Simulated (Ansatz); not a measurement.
Coupled-cluster run, C₂H₆F₂Si, SMILES `C[SiH](F)CF`.

```yaml
crystal:
  periodic: [false, false, false]
  atoms:
    - {symbol: C, position_ang: [-0.918903, -0.638110, 1.111709]}
    - {symbol: Si, position_ang: [0.659040, -0.046360, 0.348113]}
    - {symbol: F, position_ang: [1.686099, -1.270745, 0.187007]}
    - {symbol: C, position_ang: [0.370610, 0.626680, -1.392915]}
    - {symbol: F, position_ang: [-0.550777, 1.672584, -1.315575]}
    - {symbol: H, position_ang: [-1.362881, -1.444976, 0.523781]}
    - {symbol: H, position_ang: [-0.754003, -1.002218, 2.128101]}
    - {symbol: H, position_ang: [-1.636926, 0.185264, 1.156772]}
    - {symbol: H, position_ang: [1.320569, 0.987064, 1.183258]}
    - {symbol: H, position_ang: [1.289131, 1.012304, -1.846684]}
    - {symbol: H, position_ang: [-0.036659, -0.138489, -2.062866]}
basis:
  gaussian: {orbitals: def2-TZVPP}
correlation: {method: ccsd_t}
```

```sh
$ ansatz run in.yaml --threads 4 --pin off --events-out ev --progress --plain --max-ram 10444MiB
```

Log, shortened:

```
Functional definition: HF
1485 factors; integrals over basis functions are off by at most 9.6e-4 eV
mean field evaluation 1: about -15432.0362 eV, gradient 3.9e1 eV
mean field evaluation 2: about -15432.2463 eV, gradient 3.9e1 eV
mean field evaluation 4: about -15435.4661 eV, gradient 4.0e0 eV
mean field evaluation 8: about -15435.5208 eV, gradient 2.1e-1 eV
mean field -15435.52094704 eV, -567.2449322317 hartree, gradient 8.1e-6 eV, S^2 0.000000; 0 other end points of the search recorded, 0 dependent functions left out
9 core orbitals not correlated: weight in the atoms' cores, before any rotation towards them, 1.000 or more for the frozen orbitals, at most 0.000 for the correlated occupied ones
reference -15435.52094704 eV, -567.2449322317 hartree; 16, 16 occupied and 225, 225 virtual orbitals, 1485 factors
second order -26.32976947 eV of doubles, -0.00000000 eV of singles
cycle   1  -26.69209947 eV  change   -3.6e-1 eV  update   1.0e-1
cycle   2  -27.24947365 eV  change   -5.6e-1 eV  update   2.9e-2
cycle   3  -27.38143646 eV  change   -1.3e-1 eV  update   1.4e-2
cycle   4  -27.37024726 eV  change    1.1e-2 eV  update   2.6e-3
cycle   5  -27.36908260 eV  change    1.2e-3 eV  update   1.0e-3
cycle   6  -27.36972630 eV  change   -6.4e-4 eV  update   2.9e-4
cycle   7  -27.36962686 eV  change    9.9e-5 eV  update   1.1e-4
cycle   8  -27.36956604 eV  change    6.1e-5 eV  update   3.5e-5
cycle   9  -27.36957445 eV  change   -8.4e-6 eV  update   1.6e-5
perturbative correction -0.88377427 eV, -0.0324781055 hartree
Total energy: -15463.77429576 eV, -568.2832236465 hartree
```

Hardware: 4 threads of an Arm Neoverse V2 on a shared host. Wall time 2.4 min, peak host memory 5.5 GiB.

MP2 recovers 93.2 % of the CCSD(T) correlation energy and the triples give 3.1 %; T1 = 0.0109.
